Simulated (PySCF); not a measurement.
Input of a run (PBE0-D3(BJ)/def2-SVP geometry optimisation, gas phase (PySCF 2.14.0)), started from a GFN2-xTB structure with every atom displaced at random (by about 0.01 Å):
```
{"job": {"xc": "PBE0", "basis": "def2-SVP", "d3": "d3bj", "grid": 1, "shake": 0.01, "kind": "geom"}, "charge": 0, "multiplicity": 1}
N      4.210500     1.032650     0.921630
C      3.620650     0.182470     0.426810
Se     2.755260    -1.220330    -0.356200
C      1.001910    -0.567520    -0.197010
C      0.658900     0.644080     0.383550
C     -0.660200     1.058670     0.469000
C     -1.659190     0.238240    -0.039020
C     -3.003250     0.660390     0.035470
N     -4.115130     0.993370     0.124130
C     -1.354590    -0.987450    -0.618800
C     -0.044000    -1.390050    -0.694700
H      1.450940     1.282430     0.794840
H     -0.935930     2.010010     0.917630
H     -2.154960    -1.608440    -1.016080
H      0.213730    -2.345920    -1.158490
```

Output (energies in Eh, forces in Eh/bohr):
```
step   0  E = -2816.90963854  max force = 0.030583
step   1  E = -2816.91239538  max force = 0.011116
step   2  E = -2816.91269869  max force = 0.002914
step   3  E = -2816.91272891  max force = 0.003563
step   4  E = -2816.91279142  max force = 0.001371
step   5  E = -2816.91278701  max force = 0.001348
step   6  E = -2816.91280930  max force = 0.000331
step   7  E = -2816.91281103  max force = 0.000151
optimisation converged
```

Problem. Summarise the run.

Solution. The energy falls by 0.086 eV over 8 energy and gradient evaluations, the largest force component goes from 0.0306 to 1.5e-04 Eh/bohr, and the atoms move by 0.024 Å rms after alignment. The bond that changes most is Se3–C4 (ends: selenium bonded to 2 C; substituted aromatic carbon), which lengthens by 0.036 Å. Bonds longer at the end by more than 0.005 Å: 7 of 15; shorter: 2. Among the angles that change most is C5–C4–C11, from 118.1° to 120.7°. The energy rose by more than 1e-6 Eh at step 5. The first step brought 87 % of the lowering.

Problem. What are the final bond lengths?

Solution. N1≡C2 1.162 Å, C2–Se3 1.826 Å, Se3–C4 1.914 Å, C4–C5 1.396 Å, C5–C6 1.389 Å, C6–C7 1.402 Å, C7–C8 1.431 Å, C8≡N9 1.159 Å, C7–C10 1.403 Å, C10–C11 1.388 Å, C4–C11 1.399 Å, C5–H12 1.092 Å, C6–H13 1.091 Å, C10–H14 1.091 Å, C11–H15 1.093 Å. Numbering counts from 1 in the input's order; the species is `N#C[Se]c1ccc(C#N)cc1`.

The run used 192 basis functions and 61 SCF cycles in all. The run took 80 s wall, 3.5 min CPU on 2 threads, AMD EPYC 9R14 (x86_64), no GPU, shared host with 192 logical CPUs at a one-minute load of 31, and the process peaked at 0.96 GiB of memory.

No frequency check. One conformer, not necessarily the lowest.

Conformer computed: `[N:1]#[C:2][Se:3][c:4]1[cH:5][cH:6][c:7]([C:8]#[N:9])[cH:10][cH:11]1`: C2–Se3–C4–C5 0°.
